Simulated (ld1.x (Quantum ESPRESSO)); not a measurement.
Debugging a pseudopotential input (molybdenum (Mo), ld1.x (Quantum ESPRESSO) 7.5)

Command:

```bash
ld1.x < Mo.in > Mo.out
```

Input:

```
&input
   title='Mo', zed=42., rel=1, dft='BP', iswitch=3,
   config='[Kr] 4d5 5s0 5p0',
   nld=3, rlderiv=3.80, eminld=-3.0, emaxld=5.0, deld=0.02
 /
 &inputp
   pseudotype=1, tm=.true., lloc=1,
   nlcc=.true., rcore=9.00,
   file_pseudopw='Mo.pp', file_wfcaegen='ae.wfc', file_wfcncgen='nc.wfc'
 /
3
5S  1  0   0.00   0.00  2.15  2.15  0.0
4D  3  2   5.00   0.00  1.95  1.95  0.0
5P  2  1   0.00   0.00  3.50  3.50  0.0
 &test
   configts(1)='4d5 5s0 5p0'
 /
```

This is an input that runs to its end, with one change: rcore set to 9.00 bohr.

**Question.** How does the run end?

**Answer.** The program runs through. The occupied levels of the test differ from the all-electron ones by at most 0.00000 Ry (unchanged input: 0.00000 Ry).

```
      Wfc   5S  rcut= 2.143  Using Troullier-Martins method

      Wfc   4D  rcut= 1.939  Using Troullier-Martins method

     ------------------- End of pseudopotential generation -------------------

     Computing logarithmic derivative in   3.78520
     Computing logarithmic derivative in   3.78520
     Computing the partial wave expansion
     R is outside the sphere for l=    0 j= 0.00
       no projector for channel:   1
     R is outside the sphere for l=    2 j= 0.00

     ---------------------- Testing the pseudopotential ----------------------

     Mo
     scalar relativistic calculation

     atomic number is 42.00   valence charge is  6.00
     dft =BP   lsd =0 sic =0 latt =0  beta=0.20 tr2=1.0E-14
     mesh =1229 r(mesh) = 100.71859 xmin = -7.00 dx = 0.01250

     n l     nl             e AE (Ry)        e PS (Ry)    De AE-PS (Ry)
     3 2     4D   1( 5.00)       -0.77555       -0.77555        0.00000
     1 0     5S   1( 0.00)       -0.73320       -0.73320       -0.00000
     2 1     5P   1( 0.00)       -0.43547       -0.43547        0.00000

     eps = 6.5E-15  iter =  5

     Etot =   -8098.483715 Ry,   -4049.241857 Ha, -110185.484185 eV
     Etotps =   -14.924122 Ry,      -7.462061 Ha,    -203.053020 eV

     Ekin =      18.631150 Ry,       9.315575 Ha,     253.489707 eV
     Encl =     -22.738014 Ry,     -11.369007 Ha,    -309.366439 eV
     Ehrt =      12.030045 Ry,       6.015022 Ha,     163.677094 eV
     Ecxc =      -3.448020 Ry,      -1.724010 Ha,     -46.912705 eV
     (Ecc =       0.000000 Ry,       0.000000 Ha,       0.000000 eV)
     Epseu=     -19.399282 Ry,      -9.699641 Ha,    -263.940677 eV

     ---------------------- End of pseudopotential test ----------------------
```
